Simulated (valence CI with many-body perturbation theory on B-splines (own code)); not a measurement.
# E1 transitions of Tm54+

Computed by relativistic CI+MBPT: five valence electrons over a frozen Dirac-Fock core [Ne], radial functions for each j: 9 s, 9 p, 8 d, 6 f, 3 g, 1 h, with the one-electron correlation potential Σ1, the two-electron term Σ2, the three-electron term Σ3, Breit, model QED; selected CI, second order for the rest (own B-spline code, finite nucleus).

The last digits are not significant, and no measured levels were compared; by estimate large intervals hold to a few tenths of a per cent, small ones and those within an open d or f shell to about a per cent. Among the levels kept, up to 580 cm⁻¹ of a level comes from second order outside the variational space, and about a tenth of that is noise between levels of different J, which matters for small intervals.

Lines 51 to 100 of 223 in falling wavelength, among levels below 742.15 eV, chosen from the strongest by gf and those to the six lowest levels. Wavelengths and rates use the calculated energies. Electric multipoles are in the length gauge, E1 and E2 with the static RPA response of the core. Weak lines are less certain than strong ones. Lines between different terms over intervals too small for the method are left out, as are lines whose strength nearly cancels. The highest levels of a list are the least certain.

Levels are named by their leading jj configuration (3d3/2^4 stands for four electrons in 3d with j = 3/2), which in mixed levels can hold well under half, so a name can repeat and another be missing. Letters in brackets count levels of one name in rising energy.

| λ vac (Å) | Upper | Lower | A (s⁻¹) | S (a.u.) with core polarisation | S without |
| --- | --- | --- | --- | --- | --- |
| 70.04 | (3s 3p1/2^2 3p3/2 3d5/2) J=7/2 [a] | (3s^2 3p1/2 3p3/2 3d5/2) J=7/2 [a] | 3.28e+09 | 4.45e-03 | 4.53e-03 |
| 70.01 | (3s 3p1/2^2 3p3/2 3d3/2) J=3/2 [b] | (3s^2 3p1/2 3p3/2 3d3/2) J=1/2 [a] | 6.39e+09 | 4.33e-03 | 4.40e-03 |
| 70.01 | (3s 3p1/2^2 3p3/2 3d3/2) J=3/2 [b] | (3s^2 3p1/2 3p3/2 3d3/2) J=3/2 [a] | 5.44e+09 | 3.69e-03 | 3.75e-03 |
| 69.83 | (3s 3p1/2^2 3p3/2 3d3/2) J=5/2 [a] | (3s 3p1/2^2 3p3/2^2) J=3/2 | 6.67e+09 | 6.72e-03 | 6.83e-03 |
| 69.69 | (3s 3p1/2 3p3/2^3) J=3/2 [b] | (3s^2 3p3/2^3) J=3/2 | 1.94e+10 | 1.30e-02 | 1.32e-02 |
| 69.43 | (3s 3p1/2^2 3p3/2 3d3/2) J=3/2 [a] | (3s 3p1/2^2 3p3/2^2) J=1/2 | 3.15e+09 | 2.08e-03 | 2.12e-03 |
| 69.03 | (3s 3p1/2^2 3p3/2 3d3/2) J=3/2 [a] | (3s 3p1/2^2 3p3/2^2) J=3/2 | 4.19e+09 | 2.72e-03 | 2.76e-03 |
| 68.91 | (3s 3p1/2^2 3p3/2 3d3/2) J=3/2 [b] | (3s^2 3p1/2 3p3/2 3d3/2) J=5/2 [a] | 2.03e+10 | 1.31e-02 | 1.34e-02 |
| 68.83 | (3s 3p1/2^2 3p3/2 3d3/2) J=5/2 [b] | (3s^2 3p1/2 3p3/2 3d3/2) J=7/2 | 3.89e+10 | 3.76e-02 | 3.82e-02 |
| 68.74 | (3s 3p1/2^2 3p3/2 3d3/2) J=1/2 [a] | (3s 3p1/2^2 3p3/2^2) J=1/2 | 4.20e+09 | 1.35e-03 | 1.37e-03 |
| 68.54 | (3s 3p1/2^2 3p3/2 3d5/2) J=7/2 [b] | (3s^2 3p1/2 3p3/2 3d5/2) J=9/2 | 3.21e+10 | 4.09e-02 | 4.15e-02 |
| 67.45 | (3s^2 3p1/2 3d3/2^2) J=5/2 | (3s^2 3p1/2 3p3/2 3d3/2) J=5/2 [b] | 6.37e+09 | 5.79e-03 | 5.87e-03 |
| 67.41 | (3s 3p1/2^2 3p3/2^2) J=3/2 | (3s^2 3p1/2 3p3/2^2) J=3/2 | 1.28e+10 | 7.72e-03 | 7.84e-03 |
| 67.03 | (3s 3p1/2^2 3p3/2^2) J=1/2 | (3s^2 3p1/2 3p3/2^2) J=3/2 | 2.04e+08 | 6.07e-05 | 6.15e-05 |
| 66.83 | (3s^2 3p1/2 3d3/2 3d5/2) J=5/2 | (3s^2 3p1/2 3p3/2 3d5/2) J=3/2 [b] | 2.65e+09 | 2.35e-03 | 2.38e-03 |
| 66.79 | (3s^2 3p1/2 3p3/2 3d3/2) J=3/2 [a] | (3s^2 3p1/2 3p3/2^2) J=1/2 | 1.74e+09 | 1.02e-03 | 1.04e-03 |
| 66.79 | (3s^2 3p1/2 3p3/2 3d3/2) J=1/2 [a] | (3s^2 3p1/2 3p3/2^2) J=1/2 | 2.05e+09 | 6.02e-04 | 6.11e-04 |
| 65.95 | (3s^2 3p1/2 3d3/2 3d5/2) J=3/2 | (3s^2 3p1/2 3p3/2 3d5/2) J=1/2 | 4.39e+09 | 2.49e-03 | 2.52e-03 |
| 65.75 | (3s 3p1/2^2 3p3/2 3d3/2) J=5/2 [b] | (3s^2 3p1/2 3p3/2 3d3/2) J=3/2 [a] | 4.18e+09 | 3.51e-03 | 3.57e-03 |
| 65.33 | (3s^2 3p1/2 3d3/2 3d5/2) J=7/2 | (3s^2 3p1/2 3p3/2 3d5/2) J=7/2 [b] | 5.14e+09 | 5.66e-03 | 5.74e-03 |
| 65.24 | (3s^2 3p1/2 3d3/2 3d5/2) J=7/2 | (3s^2 3p1/2 3p3/2 3d5/2) J=5/2 [b] | 1.84e+09 | 2.02e-03 | 2.05e-03 |
| 65.13 | (3s^2 3p1/2 3d3/2^2) J=3/2 | (3s^2 3p1/2 3p3/2 3d5/2) J=5/2 [a] | 3.82e+09 | 2.08e-03 | 2.11e-03 |
| 64.45 | (3s 3p1/2^2 3p3/2 3d3/2) J=1/2 [b] | (3s^2 3p1/2 3p3/2 3d3/2) J=1/2 [a] | 6.71e+09 | 1.77e-03 | 1.80e-03 |
| 64.45 | (3s 3p1/2^2 3p3/2 3d3/2) J=1/2 [b] | (3s^2 3p1/2 3p3/2 3d3/2) J=3/2 [a] | 3.88e+10 | 1.03e-02 | 1.04e-02 |
| 64.31 | (3s 3p1/2^2 3p3/2 3d5/2) J=7/2 [b] | (3s^2 3p1/2 3p3/2 3d5/2) J=7/2 [a] | 1.53e+10 | 1.60e-02 | 1.63e-02 |
| 64.10 | (3s^2 3p1/2 3d3/2 3d5/2) J=5/2 | (3s^2 3p1/2 3p3/2 3d5/2) J=7/2 [b] | 2.38e+09 | 1.86e-03 | 1.88e-03 |
| 63.94 | (3s 3p1/2^2 3p3/2 3d5/2) J=3/2 [b] | (3s^2 3p1/2 3p3/2 3d5/2) J=5/2 [a] | 8.04e+09 | 4.15e-03 | 4.21e-03 |
| 63.58 | (3s 3p1/2^2 3p3/2 3d5/2) J=5/2 [b] | (3s^2 3p1/2 3p3/2 3d5/2) J=3/2 [a] | 6.40e+09 | 4.87e-03 | 4.94e-03 |
| 63.01 | (3s^2 3p1/2 3p3/2 3d3/2) J=5/2 [a] | (3s^2 3p1/2 3p3/2^2) J=5/2 | 4.71e+09 | 3.49e-03 | 3.54e-03 |
| 62.11 | (3s^2 3p1/2 3p3/2 3d3/2) J=3/2 [a] | (3s^2 3p1/2 3p3/2^2) J=5/2 | 1.24e+10 | 5.85e-03 | 5.93e-03 |
| 62.09 | (3s^2 3p1/2 3d3/2 3d5/2) J=3/2 | (3s^2 3p1/2 3p3/2 3d5/2) J=5/2 [b] | 2.29e+09 | 1.08e-03 | 1.10e-03 |
| 61.17 | (3s 3p1/2^2 3p3/2 3d3/2) J=3/2 [b] | (3s 3p1/2^2 3p3/2^2) J=1/2 | 4.10e+09 | 1.85e-03 | 1.88e-03 |
| 60.86 | (3s 3p1/2^2 3p3/2 3d3/2) J=3/2 [b] | (3s 3p1/2^2 3p3/2^2) J=3/2 | 1.08e+10 | 4.79e-03 | 4.86e-03 |
| 60.41 | (3s 3p1/2^2 3p3/2 3d3/2) J=5/2 [a] | (3s 3p1/2^2 3p3/2^2) J=5/2 | 6.19e+09 | 4.04e-03 | 4.10e-03 |
| 59.82 | (3s 3p1/2^2 3p3/2 3d3/2) J=3/2 [a] | (3s 3p1/2^2 3p3/2^2) J=5/2 | 1.40e+10 | 5.93e-03 | 6.02e-03 |
| 59.68 | (3s^2 3p1/2 3p3/2 3d3/2) J=5/2 [a] | (3s^2 3p1/2 3p3/2^2) J=3/2 | 3.88e+05 | 2.44e-07 | 2.34e-07 |
| 59.59 | (3s^2 3p1/2 3p3/2 3d3/2) J=7/2 | (3s^2 3p1/2 3p3/2^2) J=5/2 | 6.26e+08 | 5.23e-04 | 5.32e-04 |
| 59.10 | (3s^2 3p1/2^2 3d3/2) J=3/2 | (3s^2 3p1/2^2 3p3/2) J=3/2 | 9.84e+09 | 4.01e-03 | 4.06e-03 |
| 59.00 | (3s^2 3p1/2 3d3/2 3d5/2) J=7/2 | (3s^2 3p1/2 3p3/2 3d5/2) J=5/2 [a] | 3.36e+09 | 2.72e-03 | 2.76e-03 |
| 58.88 | (3s^2 3p1/2 3p3/2 3d3/2) J=3/2 [a] | (3s^2 3p1/2 3p3/2^2) J=3/2 | 8.48e+08 | 3.42e-04 | 3.46e-04 |
| 58.88 | (3s^2 3p1/2 3p3/2 3d3/2) J=1/2 [a] | (3s^2 3p1/2 3p3/2^2) J=3/2 | 3.70e+09 | 7.45e-04 | 7.55e-04 |
| 58.14 | (3s^2 3p1/2 3d3/2^2) J=1/2 | (3s^2 3p1/2 3p3/2 3d3/2) J=1/2 [b] | 1.11e+10 | 2.16e-03 | 2.19e-03 |
| 57.81 | (3s 3p1/2^2 3p3/2 3d3/2) J=7/2 | (3s 3p1/2^2 3p3/2^2) J=5/2 | 2.43e+09 | 1.86e-03 | 1.89e-03 |
| 56.61 | (3s 3p1/2^2 3p3/2 3d3/2) J=1/2 [b] | (3s 3p1/2^2 3p3/2^2) J=3/2 | 5.63e+09 | 1.01e-03 | 1.02e-03 |
| 56.56 | (3s^2 3p1/2 3d3/2^2) J=5/2 | (3s^2 3p1/2 3p3/2 3d3/2) J=3/2 [a] | 2.77e+09 | 1.48e-03 | 1.50e-03 |
| 55.84 | (3s^2 3p1/2 3d3/2^2) J=5/2 | (3s^2 3p1/2 3p3/2 3d3/2) J=5/2 [a] | 5.68e+09 | 2.93e-03 | 2.97e-03 |
| 55.33 | (3s^2 3p1/2 3d3/2 3d5/2) J=7/2 | (3s^2 3p1/2 3p3/2 3d5/2) J=7/2 [a] | 2.19e+09 | 1.47e-03 | 1.49e-03 |
| 55.14 | (3s^2 3p1/2 3d3/2^2) J=3/2 | (3s^2 3p1/2 3p3/2 3d3/2) J=5/2 [b] | 4.54e+09 | 1.50e-03 | 1.52e-03 |
| 53.97 | (3s^2 3p1/2 3p3/2 3d3/2) J=1/2 [b] | (3s^2 3p1/2 3p3/2^2) J=1/2 | 3.94e+08 | 6.12e-05 | 6.28e-05 |
| 53.94 | (3s^2 3p1/2 3p3/2 3d3/2) J=3/2 [b] | (3s^2 3p1/2 3p3/2^2) J=1/2 | 6.35e+08 | 1.97e-04 | 2.00e-04 |
